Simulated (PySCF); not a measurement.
C2H9FSi2, SMILES C[Si@@H](F)C[SiH3]. Atoms are numbered in the order given.

```xyz
14

C     -2.2966    -0.8312     0.9225
Si    -0.8319    -0.5093    -0.1933
F     -1.0909     0.9112    -0.9751
C      0.7814    -0.3458     0.7450
Si     2.1291     0.6285    -0.1589
H     -2.1703    -1.7846     1.4627
H     -3.2341    -0.8887     0.3463
H     -2.4021    -0.0281     1.6702
H     -0.7094    -1.5542    -1.2435
H      0.5985     0.1390     1.7211
H      1.1636    -1.3610     0.9594
H      3.4333     0.4843     0.5483
H      1.7794     2.0722    -0.2153
H      2.2905     0.1140    -1.5474
```

The structure is a stationary point at TPSSh-D3(BJ)/def2-SVP. The structure was generated by enumeration; whether it is a known compound was not checked. One conformer was computed; it need not be the lowest.

All values below come from PySCF with PBE/def2-TZVP.

Gas-phase values at a fixed geometry.

Question: Estimate the frontier levels, gap, dipole moment and polarisability. (The exact figures need the calculation; the answer reports its results.)

Answer: 
The highest occupied level is -7.33 eV and the lowest empty level is -0.27 eV. The orbital gap is 7.06 eV. The dipole moment is 0.486 e·Å, the quadrupole, principal values (traceless, Buckingham form, about the centre of nuclear charge) is -2.51, 0.88, 1.63 D·Å and the mean static polarisability is 79.0 bohr³ (11.70 Å³). The polarisability, principal values comes out as 68.3, 71.9, 96.7 bohr³.
